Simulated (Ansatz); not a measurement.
Calculated with Ansatz (gas phase, PBE0-D4/def2-TZVP geometries, no zero-point term in ΔE). CCSD(T)/CBS is the MP2 limit (def2-TZVPP, def2-QZVPP) plus CCSD(T) − MP2 in def2-TZVPP, frozen cores. Functionals use def2-TZVPP. HSE06 is defined as in plane-wave codes. def2 core potentials past Kr. For In outer-core shells are correlated without core-valence functions, which leaves a few kJ/mol of doubt a bond. Each species was taken in one conformer, which may not be the lowest.

Reaction (redistribution): `[F][In]([F])[SiH3]` + `CC[SiH](F)[SiH3]` → `C[CH2][In]([F])[F]` + `F[SiH]([SiH3])[SiH3]`

**Question.** Is it downhill or uphill in electronic energy at CCSD(T)/CBS, and by how much? (An estimate is asked.)

**Answer.** Computed: Uphill: ΔE = +61.1 kJ/mol.

**Question.** What do these levels give: HSE06-D4, r2SCAN, r2SCANh, CAM-B3LYP, HF/def2-TZVPP, SCS-MP2/def2-TZVPP? (Estimate.)

**Answer.** Computed: HSE06-D4 62.3, r2SCAN 64.1, r2SCANh 65.6, CAM-B3LYP 67.4, HF/def2-TZVPP 71.8, SCS-MP2/def2-TZVPP 63.1 kJ/mol.

Largest T1 diagnostic among the species: 0.016.

From BLYP to BHLYP (50 % exact exchange), in def2-TZVPP and without D4, ΔE moves by +9.5 kJ/mol. At CCSD(T), def2-SVP lies +6.9 kJ/mol from the extrapolated value and def2-TZVPP −0.1 kJ/mol. In def2-TZVPP, CCSD(T) changes the Hartree–Fock value by −10.8 kJ/mol (the triples alone add −2.2 kJ/mol) and MP2 by −8.4 kJ/mol.
